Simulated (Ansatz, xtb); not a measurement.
**Relative energy of two isomers of BCl3H2Si**

Structure I is `B[Si](Cl)(Cl)Cl`, a singlet and structure II is `ClB[SiH](Cl)Cl`, a singlet. Both are isolated molecules in the gas phase, relaxed with PBE0-D4/def2-SVP; the shapes shown needn't be the lowest conformers.

I (Å):

```
atom    x (Å)    y (Å)    z (Å)
   B  -1.0123  -0.5418  -0.4234
  Cl   0.9209  -2.4978   1.1439
  Cl   2.0907  -1.1480  -1.6932
  Cl   1.7969   0.7360   1.0197
  Si   0.9282  -0.8005  -0.0339
   H  -1.5139  -1.0995  -1.3663
   H  -1.6989   0.0845   0.3434
```

II (Å):

```yaml
atoms:
  - { symbol: B, position_ang: [-1.3005, 1.2743, -1.1304] }
  - { symbol: Cl, position_ang: [-2.4011, 1.1099, 0.1986] }
  - { symbol: Cl, position_ang: [1.8660, 1.6331, -0.6888] }
  - { symbol: Cl, position_ang: [0.4227, -1.2781, 0.2387] }
  - { symbol: Si, position_ang: [0.4205, 0.2271, -1.1714] }
  - { symbol: H, position_ang: [-1.5693, 2.0795, -1.9870] }
  - { symbol: H, position_ang: [0.7911, -0.3756, -2.4798] }
```

Problem. Which of the two would you expect CCSD(T)/def2-SVP + ΔMP2/def2-TZVPP electronic energies to favour?

Solution. CCSD(T)/def2-SVP + ΔMP2/def2-TZVPP gives E(II) − E(I) = −0.41 kcal/mol, slightly favouring structure II, which is too small a margin to settle the true order.

How the difference moves with the method:

```
                             level          geometry  E(II) − E(I) (kcal/mol)  departure from the last row (kcal/mol)  job, with rough time for the two
                          GFN2-xTB          GFN2-xTB                     −1.53                                   −1.12              optimisation, 0.18 s
                         HF/STO-3G          GFN2-xTB                     +2.29                                   +2.70              single point, 0.38 s
                r2SCAN-D4/def2-SVP          GFN2-xTB                     −1.11                                   −0.70                 single point, 4 s
                  PBE0-D4/def2-SVP  PBE0-D4/def2-SVP                     −2.42                                   −2.01                optimisation, 93 s
                       HF/def2-SVP  PBE0-D4/def2-SVP                     −0.13                                   +0.28           part of the CCSD(T) run
                      MP2/def2-SVP  PBE0-D4/def2-SVP                     −3.20                                   −2.79           part of the CCSD(T) run
                  CCSD(T)/def2-SVP  PBE0-D4/def2-SVP                     −4.07                                   −3.66                      single point
CCSD(T)/def2-SVP + ΔMP2/def2-TZVPP  PBE0-D4/def2-SVP                     −0.41                                                        single point, 23 s
```

As drawn, II has 1 B–Cl, 1 Si–H in place of 1 Cl–Si, 1 B–H.

The largest departure from CCSD(T)/def2-SVP + ΔMP2/def2-TZVPP is that of CCSD(T)/def2-SVP, 3.66 kcal/mol. The last row adds to CCSD(T) the change of the MP2 difference between the two basis sets, here +3.66 kcal/mol, a large step that makes the value less sure.

With harmonic frequencies from PBE0-D4/def2-SVP (ideal gas, rigid rotor, one conformer each, 298.15 K, 1 atm): on the last row, ΔE + ΔZPE = −0.03 kcal/mol. A mode under 50 cm⁻¹ makes harmonic enthalpies and free energies unreliable, so none is given.

The correlated steps freeze 21 core orbitals. Codes used: Ansatz 0.2.0, xtb 6.7.1; the last row on 2 threads of Arm Neoverse V1 on a shared host.
